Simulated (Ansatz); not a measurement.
BFH₆OSi₂, SMILES `OB(F)[SiH2][SiH3]`, relaxed with RKS PBE0-D4/def2-TZVP in Ansatz 0.2.0 from a PBE-D4/def2-SVP geometry. The force threshold is 0.005 eV/Å; the program also tests the step.

The species carries charge 0 and has multiplicity 1.

Start:

```xyz
11

O    -0.248    1.264    1.861
B     0.840    0.963    1.107
F     2.064    1.024    1.669
Si    0.560    0.392   -0.828
Si   -1.000   -1.370   -0.873
H    -0.003    1.517    2.775
H     1.851   -0.037   -1.474
H    -0.011    1.537   -1.628
H    -2.288   -0.918   -0.238
H    -0.475   -2.546   -0.091
H    -1.290   -1.825   -2.279
```

```json
{"step": "1", "energy (eV)": "-21286.4770", "largest force (eV/Å)": "0.592", "largest move (Å)": "0.000"}
{"step": "2", "energy (eV)": "-21286.5026", "largest force (eV/Å)": "0.241", "largest move (Å)": "0.025"}
{"step": "3", "energy (eV)": "-21286.5051", "largest force (eV/Å)": "0.043", "largest move (Å)": "0.028"}
{"step": "4", "energy (eV)": "-21286.5056", "largest force (eV/Å)": "0.054", "largest move (Å)": "0.024"}
{"step": "5", "energy (eV)": "-21286.5062", "largest force (eV/Å)": "0.023", "largest move (Å)": "0.009"}
{"step": "6", "energy (eV)": "-21286.5071", "largest force (eV/Å)": "0.031", "largest move (Å)": "0.051"}
{"step": "7 (rejected)", "energy (eV)": "-21286.5070", "largest force (eV/Å)": "0.201", "largest move (Å)": "0.115"}
{"step": "8 (rejected)", "energy (eV)": "-21286.5063", "largest force (eV/Å)": "0.163", "largest move (Å)": "0.057"}
{"step": "9", "energy (eV)": "-21286.5077", "largest force (eV/Å)": "0.020", "largest move (Å)": "0.028"}
{"step": "10", "energy (eV)": "-21286.5084", "largest force (eV/Å)": "0.188", "largest move (Å)": "0.098"}
{"step": "11", "energy (eV)": "-21286.5092", "largest force (eV/Å)": "0.123", "largest move (Å)": "0.024"}
{"step": "13", "energy (eV)": "-21286.5111", "largest force (eV/Å)": "0.177", "largest move (Å)": "0.131"}
{"step": "15 (rejected)", "energy (eV)": "-21286.5121", "largest force (eV/Å)": "0.045", "largest move (Å)": "0.041"}
{"step": "17", "energy (eV)": "-21286.5138", "largest force (eV/Å)": "0.064", "largest move (Å)": "0.086"}
{"step": "19 (rejected)", "energy (eV)": "-21286.4886", "largest force (eV/Å)": "0.409", "largest move (Å)": "0.065"}
{"step": "21", "energy (eV)": "-21286.5150", "largest force (eV/Å)": "0.071", "largest move (Å)": "0.073"}
{"step": "23", "energy (eV)": "-21286.5156", "largest force (eV/Å)": "0.087", "largest move (Å)": "0.047"}
{"step": "25", "energy (eV)": "-21286.5160", "largest force (eV/Å)": "0.078", "largest move (Å)": "0.042"}
{"step": "27", "energy (eV)": "-21286.5162", "largest force (eV/Å)": "0.067", "largest move (Å)": "0.019"}
{"step": "29", "energy (eV)": "-21286.5163", "largest force (eV/Å)": "0.008", "largest move (Å)": "0.005"}
{"step": "31", "energy (eV)": "-21286.5164", "largest force (eV/Å)": "0.005", "largest move (Å)": "0.006"}
{"step": "32", "energy (eV)": "-21286.5164", "largest force (eV/Å)": "0.004", "largest move (Å)": "0.010"}
```

End:

```xyz
11

O     0.007    1.825    1.780
B     0.763    0.901    1.154
F     1.705    0.257    1.853
Si    0.442    0.439   -0.794
Si   -0.938   -1.450   -0.917
H     0.230    1.934    2.712
H     1.734    0.127   -1.467
H    -0.213    1.568   -1.508
H    -2.246   -1.169   -0.266
H    -0.299   -2.595   -0.214
H    -1.185   -1.838   -2.332
```

It took 89 s on 4 threads of an Intel Xeon Platinum 8488C on a shared host, with 0.57 GiB of host memory at the peak.
